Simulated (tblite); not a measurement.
Compound: C6H8BrN3.
Geometry (GFN2-xTB, Å), atoms numbered from 1 in this order:
```
atom  x, y, z in Å
C1    -2.9200   -1.3218    0.2562
C2    -2.3432   -0.1789   -0.0592
C3    -1.3683   -0.0174   -1.1911
N4    -0.1029    0.4647   -0.7008
N5     0.2713    1.7273   -0.8250
N6     1.4125    1.8866   -0.2614
C7     1.8349    0.7231    0.2642
C8     3.1201    0.5573    0.9830
C9     0.8508   -0.2117   -0.0143
Br10   0.7232   -2.0356    0.3720
H11   -2.7300   -2.2273   -0.2963
H12   -3.6107   -1.3999    1.0772
H13   -2.5331    0.7232    0.5062
H14   -1.2188   -0.9686   -1.7102
H15   -1.7250    0.7372   -1.8978
H16    3.7791   -0.1131    0.4323
H17    2.9536    0.1340    1.9726
H18    3.5979    1.5273    1.0807
```

Computed with GFN2-xTB (tblite): harmonic, unscaled wavenumbers at the GFN2-xTB geometry, gas phase. Errors from tens to a few hundred cm⁻¹ against measured bands are possible. One conformer, not necessarily the lowest. The optimisation stopped once no atom felt more than 0.01 eV/Å.

Lowest wavenumbers of the output (negative numbers stand for imaginary wavenumbers):
```
mode    cm-1
  1     -29.5
  2      35.5
  3      59.1
  4      96.8
  5     140.0
  6     185.9
  7     205.8
  8     274.4
  9     356.8
 10     382.7
 11     390.5
 12     431.1
 13     576.3
 14     614.7
 15     675.1
```

Question: Is this structure a minimum?

Answer: Not by this Hessian. 1 mode is imaginary beyond 20i (30i cm⁻¹), so at this level the point lies at or near a first-order saddle. The curvature is small, so loose convergence or finite differences may be the whole cause.

Question: Which atoms move in the imaginary mode?

Answer: 30i: H16 (methyl hydrogen) 35 %, H17 (methyl hydrogen) 34 %, H18 (methyl hydrogen) 30 %. These are shares of the mass-weighted motion.

Question: What is the remedy?

Answer: Step along that mode in both directions, optimise again with tighter thresholds and repeat the frequencies. The zero-point energy of this point (84.2 kcal/mol) counts the 47 real modes alone, and thermal corrections from it aren't those of a minimum.

Hardware: an Arm Neoverse V1 with one thread, shared host with 32 logical CPUs at a one-minute load of 10. Cost: 0.83 s wall. This covers the Hessian and the dipole derivatives.
